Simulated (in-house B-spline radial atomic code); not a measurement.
**How G0W0 and RPA depend on the start: Mn⁷⁺**

Configuration [Ne] 3s2 3p6. Computed with an all-electron radial atomic-structure program (B-spline basis): all electrons, non-relativistic, point nucleus, each spin shell either full or empty, empty states to l = 9 with an (l + 1/2)⁻⁴ tail; G0W0 by contour deformation at full frequency.

```json
{"start": "Hartree-Fock", "mean-field 3p (eV)": "-195.49", "G0W0 (eV)": "-196.16", "QP weight": "0.975", "RPA correlation (Eh)": "-1.1239"}
{"start": "LDA VWN5", "mean-field 3p (eV)": "-182.57", "G0W0 (eV)": "-195.68", "QP weight": "0.956", "RPA correlation (Eh)": "-1.264"}
{"start": "PBE", "mean-field 3p (eV)": "-182.64", "G0W0 (eV)": "-195.61", "QP weight": "0.956", "RPA correlation (Eh)": "-1.2618"}
{"start": "PBE0", "mean-field 3p (eV)": "-186.24", "G0W0 (eV)": "-195.78", "QP weight": "0.963", "RPA correlation (Eh)": "-1.221"}
{"start": "r2SCAN", "mean-field 3p (eV)": "-183.84", "G0W0 (eV)": "-195.75", "QP weight": "0.960", "RPA correlation (Eh)": "-1.24"}
{"start": "HSE06", "mean-field 3p (eV)": "-185.79", "G0W0 (eV)": "-195.77", "QP weight": "0.962", "RPA correlation (Eh)": "-1.2245"}
{"start": "B3LYP (VWN-RPA)", "mean-field 3p (eV)": "-185.54", "G0W0 (eV)": "-195.75", "QP weight": "0.962", "RPA correlation (Eh)": "-1.2295"}
{"start": "SCAN", "mean-field 3p (eV)": "-183.88", "G0W0 (eV)": "-195.73", "QP weight": "0.960", "RPA correlation (Eh)": "-1.2392"}
{"start": "TPSS", "mean-field 3p (eV)": "-183.01", "G0W0 (eV)": "-195.64", "QP weight": "0.957", "RPA correlation (Eh)": "-1.2539"}
{"start": "BHandHLYP", "mean-field 3p (eV)": "-189.62", "G0W0 (eV)": "-195.93", "QP weight": "0.968", "RPA correlation (Eh)": "-1.1856"}
{"start": "CAM-B3LYP", "mean-field 3p (eV)": "-187.53", "G0W0 (eV)": "?", "QP weight": "?", "RPA correlation (Eh)": "?"}
{"start": "LC-wPBE", "mean-field 3p (eV)": "-188.43", "G0W0 (eV)": "?", "QP weight": "?", "RPA correlation (Eh)": "?"}
{"start": "wB97X", "mean-field 3p (eV)": "-188.50", "G0W0 (eV)": "-195.72", "QP weight": "0.967", "RPA correlation (Eh)": "-1.2051"}
{"start": "PBEsol", "mean-field 3p (eV)": "-182.48", "G0W0 (eV)": "-195.64", "QP weight": "0.956", "RPA correlation (Eh)": "-1.2624"}
{"start": "BLYP", "mean-field 3p (eV)": "-182.47", "G0W0 (eV)": "-195.60", "QP weight": "0.956", "RPA correlation (Eh)": "-1.2625"}
{"start": "r2SCAN0", "mean-field 3p (eV)": "-187.05", "G0W0 (eV)": "-195.87", "QP weight": "0.965", "RPA correlation (Eh)": "-1.2071"}
{"start": "LDA exchange-only", "mean-field 3p (eV)": "-180.50", "G0W0 (eV)": "-195.72", "QP weight": "0.955", "RPA correlation (Eh)": "-1.2634"}
```

(1) What G0W0 level, weight and RPA correlation energy follow from the LC-wPBE start?

(2) What G0W0 level, weight and RPA correlation energy follow from the CAM-B3LYP start?

(3) How much of the dependence on the start does G0W0 remove?

Answers

(1) G0W0 level -195.84 eV, weight 0.966, RPA correlation -1.2118 hartree.

(2) G0W0 level -195.82 eV, weight 0.965, RPA correlation -1.2126 hartree.

(3) The mean-field levels span 15 eV and the G0W0 levels 0.563 eV. Against 195.5 ± 0.3 eV (NIST, semi-empirical) the G0W0 removal energies are off by +0.10 to +0.66 eV, with relativity, Breit and QED terms left out.
